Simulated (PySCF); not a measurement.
**Continuum solvent and chemical shifts**

Bonds (- single, = double, # triple, : aromatic): C1=C2 1.339 Å, C2-Si3 1.856 Å, Si3-F4 1.629 Å. C1 carries H5, H6; C2 carries H7; Si3 carries H8, H9. H6 is cis to Si3; H5 is trans to Si3.

GIAO PBE0/pcSseg-1 in PySCF on one PBE0-D3(BJ)/def2-SVP conformer, non-relativistic, equivalent nuclei averaged. Solvents enter as an IEF-PCM continuum (water with ε = 78.4) around the gas-phase geometry. Shifts are referred to TMS, CFCl3 computed in the same medium.

Gas phase, δ in ppm: C1 149.2, C2 141.3, Si3 2.0, F4 -207.0, H7 6.61, H5 6.53, H6 6.35, H8/H9 5.11. Dipole moment 2.07 D.

(1) How does each δ change in the continuum?

(2) Which nuclei move most (in ppm), and what does the model miss?

## Answers

(1) 
```csv
atoms,environment,"Δδ, water"
C1,terminal =CH2 carbon,+4.6
C2,alkene CH,-0.3
Si3,"silicon bonded to C, F, 2 H",+2.5
F4,fluorine bonded to Si,-1.1
H7,hydrogen on an alkene CH,+0.12
H5,hydrogen on a terminal =CH2 carbon,+0.27
H6,hydrogen on a terminal =CH2 carbon,+0.26
H8/H9,"hydrogen on a silicon bonded to C, F",+0.02
```

Changes are relative to the gas phase. The dipole moment becomes 2.49 D in water.

(2) C1 (terminal =CH2 carbon, +4.6 ppm) in water. A continuum only polarises the solute; specific hydrogen bonds, the anisotropy of aromatic solvents and changes of geometry or conformer are outside it.
